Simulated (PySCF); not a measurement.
## Computed structure and properties of YbF3(H2O)

System: YbF3(H2O) (singlet in the valence; each metal's 4f electrons, 13 of them, lie in its core potential, out of spins and levels); start: template (Cs). Method: PySCF 2.14.0, RKS PBE0, Yb lcecp-1-SVP with ECP59, F def2-SVP, O def2-SVP, H def2-SVP; non-relativistic Hamiltonian with scalar-relativistic core potentials where named; density fitting; no spin-orbit coupling.

Input of the relaxation:

```python
mol = gto.M(atom='''
Yb     0.01281    -0.01281     0.01281
F      1.19331     1.16769     1.19331
F     -1.16769    -1.19331     1.19331
F      1.19331    -1.19331    -1.16769
O     -1.37139     1.37139    -1.37139
H     -1.71199     2.25649    -1.16759
H     -1.71199     1.16759    -2.25649''',
    basis={'Yb': 'lcecp-1-SVP', 'F': 'def2-SVP', 'O': 'def2-SVP', 'H': 'def2-SVP'},
    ecp={'Yb': 'lcecp-1-SVP'},
    charge=0, spin=0)
mf = dft.RKS(mol, xc='PBE0')
mf.grids.atom_grid = (50, 194)  # f atoms: unpruned, at least (60, 302)
mf = mf.density_fit()  # fitting sets: Yb AutoAux, F def2-universal-JKFIT, O def2-universal-JKFIT, H def2-universal-JKFIT
mf.conv_tol = 1e-08; mf.max_cycle = 55
mf.kernel(dm0)  # dm0: converged density of the start geometry
# quasi-Newton relaxation in Cartesian coordinates to a largest gradient under 0.00045 Eh/bohr, steps kept in the point group
```

Run from Python with OMP_NUM_THREADS=2; the lines above give its settings. Where DIIS fails, smearing, a level shift and second-order steps follow.
It took 36 s on 2 threads of Arm Neoverse V1 (shared host), from the converged density of the start.

Course of the relaxation:

```csv
step,energy above end (eV),largest force component within the symmetry (eV/Å)
0,0.2760,1.102
1,0.0944,0.450
2,0.0492,0.232
3,0.0228,0.204
4,0.0024,0.062
5,0.0013,0.048
6,0.0004,0.025
7,0.0002,0.018
8,0.0001,0.012
9,0.0000,0.020
```

Relaxed geometry (Cs):

```xyz
7

Yb    0.0764   -0.0790    0.0790
F     1.0378    1.3365    1.0866
F    -1.2793   -1.1013    1.1013
F     1.0378   -1.0866   -1.3365
O    -1.2530    1.2810   -1.2810
H    -1.5916    2.1569   -1.0563
H    -1.5916    1.0563   -2.1569
```

```
     contact      Å
  Yb1–F2 (F)  1.986
  Yb1–F3 (F)  1.982
  Yb1–F4 (F)  1.986
Yb1–O5 (H2O)  2.338
```

On the finer grid (75, 302):

```
HOMO                                                          : -9.65 eV
LUMO                                                          : -1.12 eV
Dipole about the centre of mass                               : 6.64 D
Set of Mulliken populations of Yb1 outside the core potential : s 2.18, p 6.37, d 1.20, f 0.07
D3(BJ) dispersion energy (not in the energies)                : -0.084 eV
```

```tsv
atom	Mulliken (e)	Löwdin (e)	spin (e)
Yb1	1.17	0.66	0.00
F2	-0.45	-0.32	0.00
F3	-0.45	-0.32	0.00
F4	-0.45	-0.32	0.00
O5	-0.29	0.02	0.00
H6	0.24	0.14	0.00
H7	0.24	0.14	0.00
```

The 4f levels lie in the core potential and are missing. Their spin isn't counted.

On the grid (50, 194), as all that follows. Harmonic modes: a minimum within the noise of the softest modes; lowest -14 cm⁻¹ (negative: unstable), highest 3945 cm⁻¹, zero-point energy 0.785 eV.

Taking off one F (charge -1, singlet; the rest: singlet) in vacuum, both parts rigid, costs 11.40 eV; the small basis without counterpoise inflates it. Most of it is the attraction of opposite charges; other ways to part are cheaper, and one spin state was tried for the rest.

Rigid scan of F along the line from its metal:

(distance to F2 (Å), energy (eV)): (1.69, 1.504), (1.79, 0.564), (1.89, 0.119), (1.99, 0.000), (2.09, 0.090), (2.19, 0.313), (2.39, 0.961), (2.69, 2.073), (3.09, 3.417), (3.59, 4.677)

Taking off one H2O (charge 0, singlet; the rest: singlet) in vacuum, both parts rigid, costs 1.51 eV; the small basis without counterpoise inflates it.

Rigid scan of H2O along the line from its metal:

distance to O5 (Å), energy (eV) and a bar:
```
     2.04      0.456 #############
     2.14      0.172 #####
     2.24      0.038 #
     2.34      0.000 
     2.44      0.023 #
     2.54      0.084 ##
     2.74      0.256 #######
     3.04      0.532 ###############
     3.44      0.830 #######################
     3.94      1.076 ##############################
```

One start shape was tried, so this needn't be the lowest isomer.

An lcecp potential fixes the number of 4f electrons, so in runs with it no electron can move into or out of that shell.
